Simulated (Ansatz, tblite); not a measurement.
Cost and result up the ladder for Ga12P12H32, a nanocrystal cut from zinc blende GaP (hydrogen-capped) (56 atoms). Total charge 0; singlet. Geometry: PBE-D4/def2-SVP.

Cartesian coordinates in Å:
```
Ga 1.6505 1.6809 4.0622
Ga 4.2824 -2.6937 0.2103
Ga -0.0747 -4.2669 -0.8981
Ga -2.2836 0.9342 3.4107
Ga -3.1975 -2.2266 0.6510
Ga 0.4436 -1.2001 1.6118
Ga 2.2415 2.0357 0.1020
Ga 1.0875 -0.8424 -2.0897
Ga -1.6314 1.1808 -0.4295
Ga -0.6142 4.2783 1.8351
Ga -2.4732 -1.5214 -3.2566
Ga -0.3423 2.6000 -4.3336
P 2.6994 -1.9622 1.9056
P -0.0942 0.0338 3.5477
P 1.4364 3.0560 2.1040
P -0.9638 -2.9793 0.9651
P 3.3420 -1.6042 -1.7649
P -0.3911 -2.5737 -2.6021
P -3.6482 -0.9192 2.6347
P -2.1394 2.3794 1.5363
P -3.0367 -0.6000 -1.0762
P 0.5368 0.3356 -0.1554
P 1.2375 0.8039 -3.8323
P -1.4531 2.8108 -2.1805
H 1.1671 2.4432 5.3584
H 3.0109 0.8614 4.0060
H 5.6454 -1.9610 0.5048
H 4.0679 -4.2369 0.0062
H -1.0350 -5.4891 -1.1611
H 1.4861 -4.3877 -0.6560
H -2.8979 1.5306 4.7307
H -4.2802 -3.3492 0.4415
H 3.5842 1.2106 0.3255
H 2.0666 2.9624 -1.1800
H -1.0468 4.9824 3.1813
H -0.6215 5.0287 0.4342
H -3.5447 -2.6179 -3.6236
H -2.0943 -0.2917 -4.1802
H -1.3885 2.0000 -5.3408
H 0.5248 3.8994 -4.5361
H 2.6572 -2.9778 2.9124
H 3.2733 -0.9082 2.6858
H -0.1527 -0.9278 4.6090
H 2.3730 4.1075 2.3777
H -1.0383 -3.8537 2.0982
H 3.6608 -2.4039 -2.9075
H 4.1625 -0.4738 -2.0665
H 0.1615 -3.1243 -3.8053
H -3.8174 -1.8364 3.7213
H -5.0059 -0.4718 2.5523
H -3.4699 2.8775 1.3466
H -4.3557 -0.0471 -1.1685
H 2.5282 1.3958 -3.6721
H 1.4880 0.0821 -5.0419
H -0.9443 3.9498 -1.4785
H -2.7785 3.2872 -2.4317
```

Ansatz on 11 threads of AMD EPYC 7R13 on a shared host and a whole NVIDIA H100 80GB HBM3; xTB runs through tblite on one thread. Times are rough, summed over both states, and most runs start from the orbitals of an earlier one. PBE0-D4/def2-TZVP serves as the yardstick here, not as an exact answer. The other state is a triplet.

The xTB rows come from tblite. Single mean-field runs in def2-TZVP are fitted with def2-universal-jkfit.

xTB has no spin-polarisation term.

```csv
level,functions,wall time
GFN2-xTB,248,1.3 s
GFN1-xTB,280,1.5 s
PBE-D4/def2-TZVP (with forces),1212,25 s
PBE0-D4/def2-TZVP (with forces),1212,68 s
```

Problem. Estimate what each level gives for the vertical triplet (eV).

Solution. 
```tsv
level	vertical triplet (eV)	difference from PBE0-D4/def2-TZVP (eV)
GFN2-xTB	3.70	-0.91
GFN1-xTB	3.98	-0.63
PBE-D4/def2-TZVP (with forces)	3.84	-0.78
PBE0-D4/def2-TZVP (with forces)	4.61	0.00
```
